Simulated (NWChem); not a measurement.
System: SiHCl₃; SMILES Cl[SiH](Cl)Cl

The following NWChem deck was run.

```
start job
memory heap 200 mb stack 900 mb global 1100 mb
geometry units angstroms
  Si     0.000000     0.000000     0.500755
  Cl    -0.502172    -1.859017    -0.187689
  Cl    -1.358870     1.364402    -0.187689
  Cl     1.861042     0.494615    -0.187689
  H      0.000000     0.000000     1.977546
end
basis spherical
  * library 3-21g
end
dft
  xc hfexch
  iterations 150
end
driver
  maxiter 120
end
task dft optimize
task dft freq
```

The level has its own optimisation; frequencies are unscaled.

Task: Predict the main results of this run. (Hartree-Fock/3-21G.) Quantities: r Cl–Si (Å); r H–Si (Å); highest harmonic frequency (cm⁻¹); lowest (cm⁻¹); zero-point energy (kcal/mol); dipole (D).

Result: 
```json
{
  "r Cl–Si (Å)": "2.138",
  "r H–Si (Å)": "1.458",
  "highest harmonic frequency (cm⁻¹)": "2446",
  "lowest (cm⁻¹)": "169",
  "zero-point energy (kcal/mol)": "8.9",
  "dipole (D)": "2.53"
}
```
